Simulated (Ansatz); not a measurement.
Molecule: CH₈NSi, charge 1, multiplicity 1. It need not be the lowest isomer of its formula. 
Geometry from a B3LYP-D3(BJ)/def2-TZVP (Ansatz, a first-principles code) optimisation:
```
N
H 1 1.0226
H 1 1.0226 2 105.19
C 1 1.5094 2 108.99 3 116.74
H 4 1.0868 1 109.43 2 -57.15
H 4 1.0868 5 110.10 1 -119.27
H 4 1.0868 5 110.10 6 -121.46
Si 1 1.8883 2 109.43 3 -117.46
H 8 1.4676 1 102.66 2 177.56
H 8 1.4676 9 115.02 1 -110.65
H 8 1.4681 9 115.26 10 -137.80
```
Charge +1, spin multiplicity 1.

Basis-set convergence of Hartree-Fock and CCSD(T) correlation energies (hartree) with Ansatz. Valence correlation only, unless marked. No spin-orbit coupling. No relativistic terms.

```json
[
 {"basis": "cc-pV(D+d)Z", "functions": "91", "E(HF)": "-385.70536", "E(corr, CCSD(T))": "-0.48429"},
 {"basis": "cc-pV(T+d)Z", "functions": "211", "E(HF)": "-385.74997", "E(corr, CCSD(T))": "-0.58231"},
 {"basis": "cc-pV(Q+d)Z", "functions": "414", "E(HF)": "-385.76039", "E(corr, CCSD(T))": "-0.61204"}
]
```

Extrapolating the two largest sets (X = 3 and 4) as X^-3: E(corr) = (64·(-0.61204) - 27·(-0.58231))/37 = -0.6337 Eh, an estimate of the basis-set limit. The largest set recovers 96.6 % of it, the smallest 76.4 %.
